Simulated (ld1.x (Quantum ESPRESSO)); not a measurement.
**Configuration tests for technetium (TM)**

Tc, norm-conserving Troullier–Martins (Kleinman–Bylander form), made with ld1.x (Quantum ESPRESSO) 7.5 (PBE, scalar-relativistic). Core [Ar] 3d10 4s2, reference 4p6 4d5 5s2 5p0. Waves: 5s (bound): rc 2.60 bohr; 4p (bound): rc 1.95 bohr; 4d (bound): rc 1.30 bohr. Local part: the d channel. Core correction: Bessel-smoothed model core inside 0.80 bohr.

Energies are relative to the spin-unpolarised reference configuration 4p6 4d5 5s2 5p0; without spin polarisation the order of configurations can differ from experiment.

```csv
valence configuration,charge,ΔE all-electron (eV),error AE − PS (meV)
4p6 4d5 5s1 5p0,+1,8.153,-6.4
4p6 4d5 5s0 5p0,+2,23.004,-38
4p6 4d5 5s1 5p1,0,3.754,+33
4p6 4d5 5s0 5p1,+1,12.735,+36
4p6 4d6 5s0 5p0,+1,6.165,-90
4p6 4d6 5s1 5p0,0,-0.939,-35
```

Q: What are ΔE and the potential's error for 4p6 4d4 5s0 5p0?

A: ΔE = 51.710 eV all-electron; the error (AE − PS) is +38 meV.

Note: ghost state, extra bound levels that the all-electron valence spectrum of the same l lacks: s at -107.6 eV. A true bound ghost makes a file unfit for plane-wave use.
